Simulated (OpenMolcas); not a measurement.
# 4d³ along the 39-electron sequence

```yaml
Program: OpenMolcas
Method: MS-CASPT2, IPEA 0.25 Eh, imaginary shift 0.1 Eh
Basis: ANO-RCC-VTZP
Scalar_Hamiltonian: DKH2, point nucleus
Spin-orbit_coupling: state interaction with AMFI integrals over the reference wave functions, term energies averaged over their components
```

Active space for each ion: 3 electrons in 5 orbitals (4d); closed shells correlated by CASPT2: 4s 4p.

Computed levels in cm-1 above ⁴F_3/2:

```tsv
Level	Tc4+	Ru5+	Rh6+	Pd7+
⁴F_5/2	1066	1430	1883	2490
⁴F_7/2	2380	3160	4100	5320
⁴F_9/2	3840	5020	6420	8190
⁴P_3/2	12230	13600	14940	16450
⁴P_1/2	12300	13740	15240	16980
⁴P_5/2	13980	15950	18080	20650
²G_7/2	14020	15990	18020	20390
²G_9/2	14940	17060	19210	21700
²P_1/2	17520	20250	23000	26210
weight of ⁴F in the lowest level (%)	98	98	97	96
```

Mixed levels, with the weight of the term that names them: Ru5+ ²G_9/2 (74 %), Rh6+ ²G_9/2 (67 %), Pd7+ ⁴P_3/2 (72 %), Pd7+ ²G_9/2 (60 %).

The fine-structure level ⁴F_9/2 changes by a factor of 2.13 from Tc4+ to Pd7+. Its fourth root runs 7.87, 8.42, 8.95, 9.51, with steps per unit of Z of 0.55, 0.53, 0.56; equal steps would mean a (Z - σ)^4 law with constant σ.

⁴P_3/2 changes by a factor of 1.35 over the same range, with steps per unit of Z of +1370, +1340, +1510 cm-1.

Term energies are means over components that CASPT2 splits; among the terms shown or strongly mixed into the levels shown the widest spread is 1000 cm-1 (4d³ ⁴F, Ru5+). Terms from blocks run as CI alone lack orbitals of their own. Levels of configurations outside the active space are missing.
